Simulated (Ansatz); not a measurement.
`O[SiH]1[NH][AlH]1` + HBr → `Br[SiH]1[NH][AlH]1` + H₂O at 400 K and 1 bar (ligand exchange at the Si–O bond).

Program: Ansatz. Geometries: PBE0-D4/def2-TZVP. ΔE: electronic, gas phase. CBS: MP2 limit from def2 TZ/QZ plus the TZ coupled-cluster correction, frozen cores. This one scheme is used for every species. For Br outer-core shells are correlated without core-valence functions, which leaves a few kJ/mol of doubt a bond. Scalar relativity is left out up to krypton. One conformer a species, not always the lowest.

| species | CCSD(T)/CBS energy (Eh) | H − E (kJ/mol) | S (J/(mol·K)) |
| --- | --- | --- | --- |
| `O[SiH]1[NH][AlH]1` | -663.42911 | 148.3 | 346.6 |
| HBr | -2573.91920 | 27.6 | 207.2 |
| `Br[SiH]1[NH][AlH]1` | -3160.97381 | 114.0 | 359.8 |
| H₂O | -76.37941 | 69.8 | 198.6 |

H − E and S are ideal-gas, rigid-rotor, harmonic terms from PBE0-D4/def2-TZVP, for one conformer and one mirror image of each species. 1 Eh = 2625.50 kJ/mol, R = 8.31446 J/(mol·K).

By hand: ΔE, ΔH, ΔS and ΔG.

ΔE = (-3160.97381) + (-76.37941) − (-663.42911) − (-2573.91920) = -0.00491 Eh = -12.9 kJ/mol. Δ(H − E) = 114.0 + 69.8 − 148.3 − 27.6 = 7.9, so ΔH = -5.0 kJ/mol. ΔS = 359.8 + 198.6 − 346.6 − 207.2 = 4.6 J/(mol·K). ΔG = -5.0 − 400 × (4.6)/1000 = -6.8 kJ/mol.

By hand: the equilibrium constant, and the temperature at which ΔG would vanish if ΔH and ΔS stayed fixed.

log₁₀ K = −ΔG/(RT ln 10) = 0.9. ΔH and −TΔS have one sign here, so there is no such temperature.

TΔS isn't small against ΔH here. A doubt of 5 kJ/mol in ΔE shifts log₁₀ K by 0.7 here. Other conformers and mirror images would add mixing entropy, several J/(mol·K) or more a flexible species. These are equilibria of isolated gas molecules and say nothing of rates. Largest T1 diagnostic: 0.014 (customary marks: 0.02 for closed shells, 0.045 for open ones).

ΔS is within the doubt of such terms, so its sign, and with it that verdict, could turn.
